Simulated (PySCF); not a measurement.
C3H8FNSi, SMILES [SiH3][C@@H](F)/C=N/C.

Coordinates come from a B3LYP-D3(BJ)/def2-SVP optimisation. The structure was generated by enumeration; whether it is a known compound was not checked. Other conformers were not sampled.

Calculation: SMD-PBE0/6-31G* (PySCF).

Solvation free energies are E(SMD) − E(gas) at the gas-phase geometry, for 1 M in both phases. In vacuum the dipole moment is 2.11 D.

**Question.** Estimate the solvation free energies in water, benzene, ethylethanoate. (The exact figures need the calculation; the answer reports its results.)

**Answer.** 
```json
[
 {"solvent": "water", "ΔG(solv) (kcal/mol)": "-1.9", "its non-electrostatic (CDS) part": "2.8", "dipole (D)": "2.70"},
 {"solvent": "benzene", "ΔG(solv) (kcal/mol)": "-2.9", "its non-electrostatic (CDS) part": "-0.8", "dipole (D)": "2.36"},
 {"solvent": "ethylethanoate", "ΔG(solv) (kcal/mol)": "-3.6", "its non-electrostatic (CDS) part": "-0.1", "dipole (D)": "2.55"}
]
```
